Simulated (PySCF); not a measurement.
C2H9AlSi. Atoms are numbered in the order given.

```xyz
13

Al     0.3153    -0.3005     0.2902
C      2.1690    -0.5448    -0.2990
H      2.6362    -1.4545     0.1137
H      2.7798     0.3118     0.0437
H      2.2675    -0.5727    -1.3972
C     -0.3755    -1.1293     1.9268
H     -1.1821    -1.8458     1.6859
H     -0.8311    -0.3771     2.5949
H      0.3916    -1.6743     2.5009
Si    -1.1713     1.0959    -1.0645
H     -2.4084     1.5270    -0.3384
H     -1.6253     0.3556    -2.2882
H     -0.4896     2.3383    -1.5526
```

Coordinates come from a ωB97X-D3(BJ)/def2-SVP optimisation. The structure was generated by enumeration; whether it is a known compound was not checked.

Level of theory: ωB97X/def2-TZVP run with PySCF.

Gas-phase values at a fixed geometry.

Computed frontier levels, gap, dipole moment and polarisability:
- highest occupied level = -9.40 eV
- lowest empty level = 0.56 eV
- orbital gap = 9.95 eV
- dipole moment = 1.30 D
- quadrupole, principal values (traceless, Buckingham form, about the centre of nuclear charge) = -5.19, -1.44, 6.63 D·Å
- mean static polarisability = 83.0 bohr³ (12.29 Å³)
- polarisability, principal values = 68.6, 85.1, 95.2 bohr³
